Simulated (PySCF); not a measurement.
Molecule: `CS[SiH2]C[SiH3]`, C$_{2}$H$_{10}$SSi$_{2}$.

Bonds (- single, = double, # triple, : aromatic): C1-S2, S2-Si3, Si3-C4, C4-Si5. C1 carries H6, H7, H8; Si3 carries H9, H10; C4 carries H11, H12; Si5 carries H13, H14, H15.

Frames of a GFN2-xTB Langevin trajectory at 300 K; GIAO PBE0/pcSseg-1 shieldings in PySCF 2.14.0 with density-fitted response routines, gas phase, non-relativistic; equivalent atoms averaged within each frame.

Chemical shifts δ = σref − σ; TMS for ¹³C (σref 186.93) and ²⁹Si (σref 349.16) and ¹H (σref 31.72); ³³S (σref 503.73) vs CS2, all at this level. The references are static minima.

Task: How do the shifts (ppm) fluctuate along the trajectory?

Result: 
```tsv
time (fs)	C1	C4	S2	Si3	Si5	H9/H10	H13/H14/H15	H6/H7/H8	H11/H12
optimised geometry	14.5	-12.6	-217	-18.1	-72.8	4.86	4.06	2.02	0.01
250	14.6	-9.8	-223	-16.1	-78.5	5.22	3.56	2.14	1.23
425	20.9	-5.3	-194	-9.2	-66.9	5.38	4.57	2.62	1.00
625	17.9	-16.9	-198	-7.7	-77.4	4.95	3.67	2.58	0.18
800	22.8	-15.3	-215	-25.9	-76.5	4.37	4.29	2.55	-0.23
1000	22.3	-6.7	-205	-18.7	-74.0	5.16	4.33	2.94	0.72
mean of frames	19.7	-10.8	-207	-15.5	-74.7	5.02	4.08	2.57	0.58
standard deviation	3.4	5.2	12	7.4	4.7	0.39	0.44	0.28	0.60
```

5 frames give an uncertainty of the mean of about the standard deviation over 2.2 at best, since frames this close in time may not be independent; classical motion lacks zero-point vibration, and the reference would need the same averaging.
